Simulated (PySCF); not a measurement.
**Cost of excited-state runs on `InChI=1S/C4H4BrF3O/c1-9-3(6)2-4(5,7)8/h2H,1H3/b3-2-`**

Cartesian coordinates in Å; atom numbers follow the order of the lines, from 1:
```xyz
13

C     2.179   -0.547   -0.165
O     0.781   -0.448    0.078
C     0.191    0.717   -0.079
F     0.993    1.748   -0.369
C    -1.126    0.912    0.029
C    -2.032   -0.210    0.350
F    -1.759   -0.803    1.525
F    -3.308    0.182    0.409
Br   -1.941   -1.661   -1.013
H     2.428   -1.590    0.015
H     2.414   -0.278   -1.197
H     2.739    0.096    0.517
H    -1.563    1.883   -0.117
```

PySCF with density fitting, on 1 thread of an AMD EPYC 9R45 96-Core, shared host. Command: `OMP_NUM_THREADS=1 python excited_run.py task.json out`

**Question.** How long does each of these runs take, and how much memory?
- vibronic structure, CAM-B3LYP/def2-SVPD; Tamm-Dancoff
- vibronic structure, PBE0/def2-SVPD; Tamm-Dancoff; grid level 3

**Answer.** 
```
               run                level  basis functions  wall time  peak memory (GiB)
vibronic structure  CAM-B3LYP/def2-SVPD              245       47 s                1.5
vibronic structure       PBE0/def2-SVPD              245       77 s                1.3
```
Times from a shared host are rough.
